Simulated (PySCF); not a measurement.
All of these have the formula C8H10Ge. Computed, not measured: TDDFT B3LYP/def2-SVPD, vertical, gas phase, core orbitals frozen in the response in PySCF. Geometries: PBE0-D3(BJ)/def2-SVP; one conformer of each isolated species. Triplets are in the Tamm–Dancoff approximation. 'Strongest' means the level of largest summed f among the lowest 10 singlets; it needn't be the same kind of state in each. Relativistic effects are left out although some hold elements past zinc.

Question: Rank by computed HOMO–LUMO gap, lowest first.
A. `C#[C][Ge@@H]1[CH2]C=C[C@@H]1C=C`
B. `C#C[C]1=C(CC)C=[CH][GeH2]1`
C. `[C](#CC)[Ge@H]1[CH]=CC(C)=[CH]1`
D. `C#[C][Ge@@H]1[CH2]C=C[C@H]1C=C`

Answer: B (4.13 eV), C (4.90 eV), D (6.14 eV), A (6.31 eV).

```
                         SMILES  gap (eV)  f (strongest)  HOMO (eV)  LUMO (eV)  first f ≥ 0.01 (nm)  T1 (eV)  S1 mainly
     C#C[C]1=C(CC)C=[CH][GeH2]1      4.13           0.16      -6.11      -1.98                  329     2.29  H→L (96%)
  CC#[C][Ge@H]1[CH]=CC(C)=[CH]1      4.90           0.04      -6.35      -1.45                  285     2.79  H→L (96%)
 C#[C][Ge@@H]1[CH2]C=C[C@H]1C=C      6.14           0.14      -6.69      -0.55                  224     4.13  H→L (85%)
C#[C][Ge@@H]1[CH2]C=C[C@@H]1C=C      6.31           0.09      -6.70      -0.39                  219     4.17  H→L (71%)
```

H and L stand for HOMO and LUMO.
